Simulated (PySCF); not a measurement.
## C₆ coefficients of unlike pairs at UHF

Calculated with PySCF 2.14 from the dipole response of each species, C₆(A,B) = (3/π) ∫ α_A(iu) α_B(iu) du, in atomic units, from isotropic polarisabilities. For ions this is the dispersion term alone; charge-induced terms of lower order in 1/R come first.

```json
{"species": "Zr(2+)", "configuration": "[Kr] 4d2 (3F)", "basis": "dyall-av2z (22s15p11d2f)", "relativity": "none", "α (bohr³)": "10.62", "C₆ (like pair)": "52.85"}
{"species": "Fe(2+)", "configuration": "[Ar] 3d6 (5D)", "basis": "def2-QZVPPD (11s6p5d4f2g)", "relativity": "none", "α (bohr³)": "3.089", "C₆ (like pair)": "8.750"}
{"species": "Sn(2+)", "configuration": "[Kr] 4d10 5s2 (1S)", "basis": "aug-cc-pVTZ-PP with ECP28MDF (6s5p4d2f)", "relativity": "core potential", "α (bohr³)": "17.74", "C₆ (like pair)": "95.60"}
{"species": "Co", "configuration": "[Ar] 3d7 4s2 (4F)", "basis": "aug-cc-pwCVTZ (10s9p7d4f3g)", "relativity": "none", "α (bohr³)": "73.73", "C₆ (like pair)": "680.1"}
```

Question: Estimate C₆ for Co with Sn(2+).

Answer: The integral gives 236.2. The combination rule 2 C_A C_B / (C_A α_B/α_A + C_B α_A/α_B) gives 231.8 and the geometric mean 255.0.

No spin-orbit coupling is included.

The other pairs:

```
          pair     C₆
    Co, Zr(2+)  158.1
    Co, Fe(2+)  53.77
Fe(2+), Zr(2+)  20.71
Sn(2+), Fe(2+)  25.39
Sn(2+), Zr(2+)  68.98
```
